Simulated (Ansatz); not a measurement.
```yaml
crystal:
  periodic: [false, false, false]
  atoms:
    - {symbol: N, position_ang: [-0.777933, 0.052091, -0.568645]}
    - {symbol: Ge, position_ang: [0.575347, -1.156153, -0.335717]}
    - {symbol: O, position_ang: [1.505341, -0.310125, 0.942580]}
    - {symbol: H, position_ang: [-1.512243, -0.113084, -1.239224]}
    - {symbol: H, position_ang: [-0.905369, 0.927833, -0.083104]}
    - {symbol: H, position_ang: [1.156857, 0.535438, 1.237710]}
basis:
  gaussian: {orbitals: aug-cc-pVDZ, final_grid: {core_spheres: 5, valence_spheres: 4, degree: 11}}
hamiltonian: {xc: {name: HF}}
correlation: {method: mp2, frozen_orbitals: {N: 0}}
output: {forces: true}
```

```sh
$ ansatz run in.yaml --threads 4 --pin off --events-out ev --progress --plain --max-ram 10444MiB
```

It prints (some lines left out):

```
Functional definition: HF
Error: "frozen_orbitals" has no count for Ge
```

Question: What is wrong with this run?

Answer: Frozen orbitals are typed for one element alone, and the program wants a count for each. The input was rejected before any iteration.
